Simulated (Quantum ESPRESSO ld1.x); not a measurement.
Task: These are the eigenvalues of the occupied orbitals of an atom or ion with whole-number occupations (hartree). Method: non-relativistic Kohn-Sham, PBE, spin-unpolarised, spherical densities, point nucleus; computed with ld1.x of Quantum ESPRESSO 7.5.

orbital  eigenvalue
1s       -1162.7291
2s        -174.9299
2p        -164.3678
3s         -34.9969
3p         -30.5565
3d         -22.3049
4s          -5.8462
4p          -4.2935
4d          -1.6483
5s          -0.3154
5p          -0.0053

Which element is it, and in what charge state? The configuration may be excited.

Result: Z = 53, iodine, charge -1: I- in [Xe]. The list shows which subshells hold electrons but not how many an open one holds; the 1s level, -1162.7 hartree, gives Z - s = 48.2 by -(Z - s)^2/2, which with screening narrows Z to a few neighbours, and the depths of the outer levels then fix element, charge and occupations together.
